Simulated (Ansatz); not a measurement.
`N[SiH](F)[SiH2]O` + `C[Te]C(C)=S` → `C[Te][SiH](N)F` + `CC(=S)[SiH2]O`  (redistribution)

Calculated with Ansatz (gas phase, PBE0-D4/def2-TZVP geometries, no zero-point term in ΔE). CBS: MP2 limit from def2 TZ/QZ plus the TZ coupled-cluster correction, frozen cores. Elements past krypton have def2 core potentials. For Te outer-core shells are correlated without core-valence functions, which leaves a few kJ/mol of doubt a bond. Each species was taken in one conformer, which may not be the lowest.

| species | HF/def2-QZVPP energy (Eh) |
| --- | --- |
| `N[SiH](F)[SiH2]O` | -810.41574 |
| `C[Te]C(C)=S` | -781.67172 |
| `C[Te][SiH](N)F` | -751.42614 |
| `CC(=S)[SiH2]O` | -840.70019 |

**Question.** Work out ΔE.

**Answer.** ΔE = (-751.42614) + (-840.70019) − (-810.41574) − (-781.67172) = -0.03887 Eh = -102.1 kJ/mol. CCSD(T)/CBS gives -76.7 kJ/mol.

Largest T1 diagnostic among the species: 0.016.

From PBE to PBE0 (25 % exact exchange), in def2-TZVPP and without D4, ΔE moves by −14.8 kJ/mol. In def2-TZVPP, CCSD(T) changes the Hartree–Fock value by +26.8 kJ/mol (the triples alone add +6.2 kJ/mol) and MP2 by +26.8 kJ/mol.
